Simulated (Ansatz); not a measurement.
Geometry optimisation, Ansatz 0.2.0, RKS PBE0/def2-SVP.

The input (input.yaml):

```yaml
crystal:
  periodic: [false, false, false]
  atoms:
    - { symbol: Ge, position_ang: [-0.558603, 0.941858, 0.459036] }
    - { symbol: S, position_ang: [0.45288, -0.710699, 1.603287] }
    - { symbol: H, position_ang: [0.356273, 1.444708, -0.665945] }
    - { symbol: H, position_ang: [-0.841328, 2.104263, 1.433978] }
    - { symbol: H, position_ang: [-1.87592, 0.342908, -0.035695] }
    - { symbol: H, position_ang: [0.099986, -1.711979, -0.833089] }
    - { symbol: O, position_ang: [-0.071837, -1.316162, -1.700654] }
    - { symbol: H, position_ang: [1.632192, -0.05866, 1.724412] }
    - { symbol: H, position_ang: [0.806358, -1.036238, -1.98533] }
basis:
  gaussian: { orbitals: def2-SVP }
hamiltonian:
  xc: pbe0
relax:
  f_tol: 0.03
  max_steps: 50
```

Launched with:

```bash
$ ansatz run input.yaml --threads 2 --pin off --max-ram 3072MiB --backend cpu --events-out ev --progress --plain --runs-dir out
```

Question: Where does it end, and by what steps?

Answer: The run converged. After 6 steps the energy has fallen by 0.016 eV; H6 moved furthest, 0.21 Å.

| step | energy less start (eV) | largest force component (eV/Å) | accepted |
| --- | --- | --- | --- |
| 0 | 0.0000 | 0.075 | yes |
| 1 | 0.0666 | 1.910 | no |
| 2 | -0.0062 | 0.445 | yes |
| 3 | -0.0065 | 0.130 | yes |
| 4 | 0.0049 | 0.966 | no |
| 5 | -0.0098 | 0.185 | yes |
| 6 | -0.0157 | 0.014 | yes |

```xyz
9
Properties=species:S:1:pos:R:3
Ge -0.596 0.976 0.473
S 0.388 -0.744 1.538
H 0.290 1.447 -0.687
H -0.780 2.127 1.481
H -1.953 0.444 0.011
H 0.273 -1.626 -0.760
O -0.003 -1.427 -1.667
H 1.582 -0.126 1.675
H 0.799 -1.072 -2.065
```

Run time: 18 s on 2 threads of Arm Neoverse V1, on a shared host, peak memory 0.2 GiB.
